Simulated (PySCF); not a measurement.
CH8FNSi2, SMILES NC[SiH2][SiH2]F. Geometry optimised at PBE0-D3(BJ)/def2-SVP. This is a generated structure with no PubChem entry under its InChIKey; it may be hypothetical. The values are those of a single conformer.

### Question
Give the equilibrium geometry at PBE0-D3(BJ)/def2-SVP (PySCF confirms it by a frequency run) as a Z-matrix. (An estimate is asked for; the answer gives what the named calculation found.)

### Answer
One answer among several that fit: 
```
Si
H 1 1.4991
H 1 1.5006 2 107.26
C 1 1.9077 2 109.03 3 118.53
H 4 1.1033 1 108.49 2 66.45
H 4 1.1036 5 104.90 1 -116.39
N 4 1.4558 5 109.40 6 -117.16
H 7 1.0183 4 110.75 5 -63.40
H 7 1.0183 8 106.26 4 120.44
Si 1 2.3451 2 109.26 3 -117.53
F 10 1.6361 1 107.41 2 -67.46
H 10 1.4935 11 107.96 1 -122.47
H 10 1.4946 12 108.74 11 116.47
```
Charge 0, spin multiplicity 1.
